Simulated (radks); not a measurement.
The numbers below are computed, except where a source is named.
The mean radii <r> (bohr) of the occupied orbitals of an atom or ion are listed with their occupations. Level of theory: scalar-relativistic Kohn-Sham, LB94 model potential, spin-polarised, spherical densities, finite nucleus; Fermi nuclear charge, rms radius of each element as measured or else 0.836 A^(1/3) + 0.57 fm (a radial shooting solver on a logarithmic mesh with Libxc functionals).

| orbital | occ. | <r> |
|---|---|---|
| 1s down | 1 | 0.01742 |
| 1s up | 1 | 0.01742 |
| 2s up | 1 | 0.07312 |
| 2s down | 1 | 0.07306 |
| 2p down | 3 | 0.06563 |
| 2p up | 3 | 0.06569 |
| 3s up | 1 | 0.1818 |
| 3s down | 1 | 0.1820 |
| 3p up | 3 | 0.1803 |
| 3p down | 3 | 0.1806 |
| 3d up | 4 | 0.1604 |

Name the element and its charge. Open shells, if any, are filled with parallel spins first.

Answer. Z = 77, iridium, charge +55: Ir55+ in [Ar] 3d4. The 1s radius gives Z: for a bare nucleus <r> = (2 gamma + 1)/(2Z) with gamma = sqrt(1 - (Z/c)^2), 0.01724 bohr for Z = 77, and screening makes it slightly larger (0.01742 here). The occupations add up to 22, and the charge is Z minus that.
